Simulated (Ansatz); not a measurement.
Geometry optimisation, RHF/def2-SVP in Ansatz.

input.yaml

```yaml
crystal:
  periodic: [false, false, false]
  atoms:
    - { symbol: Ge, position_ang: [0.0, 0.0, 0.0] }
    - { symbol: H, position_ang: [0.0, 0.0, 1.55] }
    - { symbol: H, position_ang: [1.4616, 0.0, -0.5162] }
    - { symbol: O, position_ang: [-0.8337, 1.4443, -0.5894] }
    - { symbol: H, position_ang: [-1.7915, 1.2136, -0.8118] }
    - { symbol: H, position_ang: [-0.73, -1.2648, -0.5162] }
basis:
  gaussian: { orbitals: def2-SVP }
hamiltonian:
  xc: hf
relax:
  f_tol: 0.02
  max_steps: 40
output:
  orbitals: {}
```

Launched with:

```bash
$ ansatz run input.yaml --threads 1 --pin off --max-ram 2048MiB --backend cpu --events-out ev --progress --plain --runs-dir out
```

Q: Where does it end, and by what steps?

A: The run converged. After 6 steps the energy has fallen by 0.156 eV; H5 moved furthest, 0.29 Å.

```tsv
step	energy less start (eV)	largest force component (eV/Å)	accepted
0	0.0000	3.099	yes
1	-0.1306	0.877	yes
2	-0.1429	0.290	yes
3	-0.1469	0.147	yes
4	-0.1548	0.140	yes
5	-0.1563	0.033	yes
6	-0.1565	0.003	yes
```

```xyz
6
Properties=species:S:1:pos:R:3
Ge -0.003 -0.053 -0.028
H -0.098 0.038 1.502
H 1.446 0.052 -0.494
O -0.837 1.319 -0.766
H -1.761 1.405 -0.596
H -0.641 -1.367 -0.501
```

Whether the end is a true minimum wasn't checked by a vibrational analysis.

Run time: 6.2 s on 1 thread of AMD EPYC 7R43 64-Core Processor (Zen 3), with other jobs on the host, peak memory 0.13 GiB.
